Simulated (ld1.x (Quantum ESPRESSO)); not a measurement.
## Varying the PAW potential for V

Base potential:

ld1.x (Quantum ESPRESSO) 7.5 input, shortened:

```
&input
   title='V', zed=23., rel=1, dft='PBE', iswitch=3,
   config='[Ar] 3d3 4s1 4p0'
 /
 &inputp
   pseudotype=3, lpaw=.true., tm=.true., lloc=-1, rcloc=1.40,
   nlcc=.true., new_core_ps=.true., rcore=1.70,
   which_augfun='PSQ', rmatch_augfun_nc=.true.
 /
6
4S  1  0   1.00   0.00  1.80  2.40  0.0
4S  1  0   0.00  -0.45  1.80  2.40  0.0
4P  2  1   0.00   0.00  2.75  3.35  0.0
4P  2  1   0.00   0.05  2.75  3.35  0.0
3D  3  2   3.00   0.00  1.35  1.70  0.0
3D  3  2   0.00   2.60  1.35  1.70  0.0
 &test
   configts(1)='3d3 4s1 4p0'
 /
```

All-electron outer shells of the reference configuration (PBE, scalar-relativistic, ld1.x):

| shell | level (eV) | outermost node (bohr) | outermost maximum (bohr) |
| --- | --- | --- | --- |
| 3p | -51.65 | 0.35 | 0.84 |
| 3d | -12.63 | – | 0.90 |
| 4s | -10.90 | 1.17 | 2.59 |
| 4p | -6.83 | 1.29 | 3.20 |

Cutoffs, loose and tight: the cutoffs (Ry, on a coarse ladder) from which the occupation-weighted sum of valence levels, in a spherical-Bessel basis at the reference potential, stays within 10 and 1 mRy of its value at 400 Ry. They do not see the model core or the augmentation charge, which bear on the density cutoff. Test errors are all-electron minus pseudo excitation energies from the reference, over the configurations 3d3 4s2 4p0; 3d3 4s0 4p0; 3d2 4s0 4p0; 3d3 4s1 4p1; 3d1 4s0 4p0; 3d4 4s1 4p0; 3d2 4s2 4p0. A dash means not determined; rows that change the core or the reference have their own tests. The largest error is taken over the tests solved by every variant that gives reliable tests at all: 3d2 4s0 4p0; 3d3 4s0 4p0; 3d3 4s2 4p0.

A true bound ghost makes a file unfit for plane-wave use even where its test errors are small: the radial tests pick states by their node count and pass the ghost by.

Cutoffs are not given where the Bessel-basis levels miss the radial ones by over 6 mRy, ghosts where they miss by over 20 mRy; a channel whose overlap is not positive is not tested.

A file whose overlap is not positive is unfit for use, and its test errors describe a broken file.

```csv
change,outcome,"cutoff, loose","cutoff, tight",bound ghosts,largest test error (meV)
base,generated,35 Ry,50 Ry,s,-525
core correction Bessel-smoothed model core inside 1.26 bohr,generated,35 Ry,50 Ry,s,test run stopped at test 1 of 7 (negative rho)
"all radii but the core radius scaled by about 1.38 (s 3.30, p 4.62, d 2.34 bohr, rcut 2.48/3.78/1.86); local potential all-electron potential smoothed inside 1.92 bohr (lloc = -1)","generated, overlap not positive",–,–,not determined (overlap not positive),-518
"wave 3d channel at 2.6 Ry: rcut 1.35, rcutus 1.70 bohr becomes 3d channel at 1.29 Ry: rcut 1.35, rcutus 1.70 bohr",generated,35 Ry,50 Ry,s,test run stopped at test 1 of 7 (negative rho)
```

Q: What comes out with this change to the base: waves 4p (bound): rcut 2.34, rcutus 2.48 bohr; 4p channel at 0.05 Ry: rcut 2.34, rcutus 2.48 bohr?

A: outcome: generated; cutoff, loose: 35 Ry; cutoff, tight: 50 Ry; bound ghosts: s, p; largest test error (meV): -525.

Q: What comes out with this change to the base: reference 3d3 4s0 4p0?

A: outcome: generated; cutoff, loose: 35 Ry; cutoff, tight: 55 Ry; bound ghosts: s; largest test error (meV): -467.

Q: What comes out with this change to the base: core [Ne] 3s2, valence charge 11; reference 3p6 3d3 4s2 4p0; waves now 4s (bound): rcut 2.30, rcutus 2.90 bohr; 4s channel at -0.45 Ry: rcut 2.30, rcutus 2.90 bohr; 3p (bound): rcut 1.40, rcutus 1.80 bohr; 4p (bound): rcut 1.40, rcutus 1.80 bohr; 3d (bound): rcut 1.40, rcutus 1.50 bohr; 3d channel at 2.6 Ry: rcut 1.40, rcutus 1.50 bohr; local potential all-electron potential smoothed inside 1.30 bohr (lloc = -1); core correction Bessel-smoothed model core, default radius (core density twice the valence density)?

A: outcome: generated, overlap not positive; bound ghosts: s (p not tested, overlap not positive); largest test error (meV): -330. A file whose overlap is not positive is unfit for use, and its test errors describe a broken file.
